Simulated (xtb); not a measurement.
Input for xtb: GFN1-xTB on H4Sn (SMILES [SnH4]).

```
$ xtb mol.xyz --gfn 1 --sp --chrg 0 --uhf 0
5

Sn     0.00000000     0.00000000    -0.00000000
H      0.98641735     0.98641735     0.98641735
H      0.98641735    -0.98641735    -0.98641735
H     -0.98641735     0.98641735    -0.98641735
H     -0.98641735    -0.98641735     0.98641735
```

It printed:

```
[...]
           -------------------------------------------------
          |                Calculation Setup                |
           -------------------------------------------------



           -------------------------------------------------
          |                 G F N 1 - x T B                 |
           -------------------------------------------------

        Reference                      10.1021/acs.jctc.7b00118
      * Hamiltonian:
        H0-scaling (s, p, d)           1.850000    2.250000    2.000000
        zeta-weighting                 0.000000
      * Dispersion:
        s8                             2.400000
        a1                             0.630000
        a2                             5.000000
        s9                             0.000000
      * Repulsion:
        kExp                           1.500000
        rExp                           1.000000
      * Coulomb:
        alpha                          2.000000
        third order                    atomic
        anisotropic                    false
      * Halogen bond correction:
        rad-scale                      1.300000
        damping                        0.440000


          ...................................................
          :                      SETUP                      :
          :.................................................:
          :  # basis functions                  18          :
          :  # atomic orbitals                  17          :
          :  # shells                           11          :
          :  # electrons                         8          :
          :  # halogen bonds                     0          :
          :  max. iterations                   250          :
          :  Hamiltonian                  GFN1-xTB          :
          :  restarted?                      false          :
          :  GBSA solvation                  false          :
          :  PC potential                    false          :
          :  electronic temp.          300.0000000     K    :
          :  accuracy                    1.0000000          :
          :  -> integral cutoff          0.2500000E+02      :
          :  -> integral neglect         0.1000000E-07      :
          :  -> SCF convergence          0.1000000E-05 Eh   :
          :  -> wf. convergence          0.2000000E-04 e    :
          :  Broyden damping             0.4000000          :
          :  net charge                          0          :
          :  unpaired electrons                  0          :
          ...................................................

 iter      E             dE          RMSdq      gap      omega  full diag
   1     -4.6396350 -0.463964E+01  0.813E-01    8.73       0.0  T
   2     -4.6397295 -0.944360E-04  0.438E-01    8.77       1.0  T
   3     -4.6397356 -0.616086E-05  0.644E-02    8.80       1.0  T
   4     -4.6397379 -0.222158E-05  0.180E-03    8.79      24.9  T
   5     -4.6397379 -0.877069E-08  0.855E-04    8.79      52.3  T
   6     -4.6397379 -0.246851E-10  0.234E-05    8.79    1908.6  T
   7     -4.6397379 -0.742517E-12  0.619E-10    8.79  100000.0  T

   *** convergence criteria satisfied after 7 iterations ***

         #    Occupation            Energy/Eh            Energy/eV
      -------------------------------------------------------------
         1        2.0000           -0.9119468             -24.8153
         2        2.0000           -0.4702204             -12.7953
         3        2.0000           -0.4702204             -12.7953
         4        2.0000           -0.4702204             -12.7953 (HOMO)
         5                         -0.1471718              -4.0047 (LUMO)
         6                         -0.1471718              -4.0047
         7                         -0.1471718              -4.0047
         8                         -0.1289603              -3.5092
         9                         -0.0692898              -1.8855
       ...                                ...                  ...
        17                          1.1604160              31.5765
      -------------------------------------------------------------
                  HL-Gap            0.3230486 Eh            8.7906 eV
             Fermi-level           -0.3086961 Eh           -8.4000 eV

 SCC (total)                   0 d,  0 h,  0 min,  0.003 sec
 SCC setup                      ...        0 min,  0.000 sec (  3.133%)
 Dispersion                     ...        0 min,  0.000 sec (  1.848%)
 classical contributions        ...        0 min,  0.000 sec (  1.050%)
 integral evaluation            ...        0 min,  0.001 sec ( 23.968%)
 iterations                     ...        0 min,  0.001 sec ( 33.825%)
 molecular gradient             ...        0 min,  0.001 sec ( 29.994%)
 printout                       ...        0 min,  0.000 sec (  4.288%)

         :::::::::::::::::::::::::::::::::::::::::::::::::::::
         ::                     SUMMARY                     ::
         :::::::::::::::::::::::::::::::::::::::::::::::::::::
         :: total energy              -4.627390754417 Eh    ::
         :: gradient norm              0.030170563355 Eh/a0 ::
         :: HOMO-LUMO gap              8.790599574811 eV    ::
         ::.................................................::
         :: SCC energy                -4.639737869673 Eh    ::
         :: -> electrostatic           0.000047713394 Eh    ::
         :: repulsion energy           0.013081567899 Eh    ::
         :: dispersion energy         -0.000734452643 Eh    ::
         :: halogen bond corr.         0.000000000000 Eh    ::
         :: add. restraining           0.000000000000 Eh    ::
         :: total charge              -0.000000000000 e     ::
         :::::::::::::::::::::::::::::::::::::::::::::::::::::

           -------------------------------------------------
          |                Property Printout                |
           -------------------------------------------------

    * Orbital Energies and Occupations

         #    Occupation            Energy/Eh            Energy/eV
      -------------------------------------------------------------
         1        2.0000           -0.9119468             -24.8153
         2        2.0000           -0.4702204             -12.7953
         3        2.0000           -0.4702204             -12.7953
         4        2.0000           -0.4702204             -12.7953 (HOMO)
         5                         -0.1471718              -4.0047 (LUMO)
         6                         -0.1471718              -4.0047
         7                         -0.1471718              -4.0047
         8                         -0.1289603              -3.5092
         9                         -0.0692898              -1.8855
        10                         -0.0692898              -1.8855
        11                         -0.0692898              -1.8855
        12                         -0.0682972              -1.8585
        13                         -0.0682972              -1.8585
        14                          0.0141196               0.3842
        15                          1.1604160              31.5765
       ...                                ...                  ...
        17                          1.1604160              31.5765
      -------------------------------------------------------------
                  HL-Gap            0.3230486 Eh            8.7906 eV
             Fermi-level           -0.3086961 Eh           -8.4000 eV

  Mulliken/CM5 charges         n(s)   n(p)   n(d)
     1Sn   -0.05698 -0.24175   1.890  2.092  0.074
     2H     0.01425  0.06044   0.986  0.000  0.000
     3H     0.01425  0.06044   0.986  0.000  0.000
     4H     0.01425  0.06044   0.986  0.000  0.000
Note: The following floating-point exceptions are signalling: IEEE_DENORMAL
normal termination of xtb
     5H     0.01425  0.06044   0.986  0.000  0.000

Wiberg/Mayer (AO) data.
largest (>0.10) Wiberg bond orders for each atom

 ---------------------------------------------------------------------------
     #   Z sym  total        # sym  WBO       # sym  WBO       # sym  WBO
 ---------------------------------------------------------------------------
     1  50 Sn   2.976 --     2 H    0.744     5 H    0.744     4 H    0.744
                             3 H    0.744
     2   1 H    1.001 --     1 Sn   0.744
     3   1 H    1.001 --     1 Sn   0.744
     4   1 H    1.001 --     1 Sn   0.744
     5   1 H    1.001 --     1 Sn   0.744
 ---------------------------------------------------------------------------

Topologies differ in total number of bonds
Writing topology from bond orders to xtbtopo.mol

 dipole moment from electron density (au)
     X       Y       Z
   0.0000  -0.0000  -0.0000  total (Debye):    0.000


           -------------------------------------------------
          | TOTAL ENERGY               -4.627390754417 Eh   |
          | GRADIENT NORM               0.030170563355 Eh/α |
          | HOMO-LUMO GAP               8.790599574811 eV   |
           -------------------------------------------------

------------------------------------------------------------------------
------------------------------------------------------------------------
 total:
 SCF:
```

The run finished.

Cost: about 0.04 core-seconds (a rough figure).
